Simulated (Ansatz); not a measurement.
Gas-phase electronic energies from Ansatz, PBE0-D4/def2-TZVP geometries. CBS: MP2 limit from def2 TZ/QZ plus the TZ coupled-cluster correction, frozen cores. Functionals use def2-TZVPP. B3LYP here is the variant with VWN-RPA as its local correlation; programs differ in this. For Se outer-core shells are correlated without core-valence functions, which leaves a few kJ/mol of doubt a bond. Scalar relativity is left out up to krypton. One conformer a species, not always the lowest.

Reaction (ligand exchange at a B–O bond): `OB(O)O[Si](Cl)(Cl)Cl` + `C[SeH]` → `C[Se]B(O)O` + `O[Si](Cl)(Cl)Cl`

| level | ΔE (kJ/mol) | difference from CCSD(T)/CBS |
| --- | --- | --- |
| B3LYP-D4 | 76.0 | 8.7 |
| ωB97X-V | 71.4 | 4.1 |
| ωB97M-V | 72.5 | 5.2 |
| B2PLYP | 71.6 | 4.3 |
| PBE | 57.8 | -9.5 |
| r2SCAN | 66.8 | -0.5 |
| PBE0 | 64.0 | -3.3 |
| HF/def2-TZVPP | 93.3 | 26.0 |
| MP2/def2-TZVPP | 64.3 | -3.0 |
| SCS-MP2/def2-TZVPP | 70.2 | 2.9 |
| CCSD/def2-TZVPP | 75.1 | 7.8 |
| CCSD(T)/def2-TZVPP | 71.2 | 3.9 |
| MP2/def2-QZVPP | 62.5 | -4.8 |
| SCS-MP2/def2-QZVPP | 68.7 | 1.4 |
| HF/CBS(def2) | 94.8 | 27.5 |
| MP2/CBS(def2) | 60.4 | -6.9 |
| CCSD(T)/CBS | 67.3 | 0 |

Largest T1 diagnostic among the species: 0.011.

From PBE to PBE0 (25 % exact exchange), in def2-TZVPP and without D4, ΔE moves by +6.3 kJ/mol. In def2-TZVPP, CCSD(T) changes the Hartree–Fock value by −22.1 kJ/mol (the triples alone add −3.9 kJ/mol) and MP2 by −29.0 kJ/mol.
